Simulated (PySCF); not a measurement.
3-methylbut-1-ene (C₅H₁₀), SMILES CC(C)C=C.

Coordinates come from a PBE0-D3(BJ)/def2-SVP optimisation. One conformer was computed; it need not be the lowest.

Two levels are set side by side: PBE/def2-TZVP (PySCF) and r2SCAN/def2-TZVP (PySCF). Same geometry, gas phase. Differences are taken from unrounded values.

```
quantity                       PBE
---------------------------  -----
orbital gap (eV)              5.56
highest occupied level (eV)  -6.22
lowest empty level (eV)      -0.65
dipole moment (D)             0.47
mean polarisability (bohr³)   63.9
```

These are the PBE values. What does r2SCAN give? (An estimate is asked for; the answer gives what the named calculation found.)


```
quantity                     r2SCAN  PBE minus r2SCAN
---------------------------  ------  ----------------
orbital gap (eV)               6.02             -0.45
highest occupied level (eV)   -6.41              0.19
lowest empty level (eV)       -0.40             -0.26
dipole moment (D)              0.48             -0.01
mean polarisability (bohr³)    62.9               1.0
```

Rough cost on one machine, each run with all the roots and properties that it gave: r2SCAN against PBE about 4 times.
